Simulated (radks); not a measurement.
The numbers below are computed, except where a source is named.
Question: All-electron atom: the technetium ion Tc3+ in [Kr] 4d3 5p1 (not the ground configuration). Code: a radial shooting solver on a logarithmic mesh with Libxc functionals. Model: Dirac Kohn-Sham, PBE, spin-unpolarised, spherical densities, finite nucleus; open shells are shared between the two j in proportion to 2j + 1; Fermi nuclear charge, rms radius 4.4112 fm. Some entries of the table are withheld. Estimate them.

orbital,occ.,eigenvalue (hartree),<r^2> (bohr^2),<r> (bohr)
1s1/2,2,-767.8741,0.001586,0.03428
2s1/2,2,-110.7227,0.02632,0.1493
2p1/2,2,-102.2069,0.01983,(1)
2p3/2,4,-97.86142,0.02119,(2)
3s1/2,2,-20.42121,0.1974,0.4151
3p1/2,2,(3),0.1947,0.4089
3p3/2,4,(4),0.2047,0.4195
3d3/2,4,-10.63616,0.1890,0.3967
3d5/2,6,-10.49631,0.1921,0.4002
4s1/2,2,-4.01898,1.234,1.045
4p1/2,2,-3.04729,(5),1.127
4p3/2,4,-2.93379,(6),1.153
4d3/2,1.2,-1.46741,2.487,(7)
4d5/2,1.8,-1.45356,2.525,(8)
5p1/2,0.333333,(9),9.392,2.896
5p3/2,0.666667,(10),9.743,2.950

Answer: 
(1) 2p1/2 <r> (bohr): 0.1271
(2) 2p3/2 <r> (bohr): 0.1318
(3) 3p1/2 eigenvalue (hartree): -17.14908
(4) 3p3/2 eigenvalue (hartree): -16.42193
(5) 4p1/2 <r^2> (bohr^2): 1.447
(6) 4p3/2 <r^2> (bohr^2): 1.516
(7) 4d3/2 <r> (bohr): 1.458
(8) 4d5/2 <r> (bohr): 1.469
(9) 5p1/2 eigenvalue (hartree): -0.87344
(10) 5p3/2 eigenvalue (hartree): -0.85566
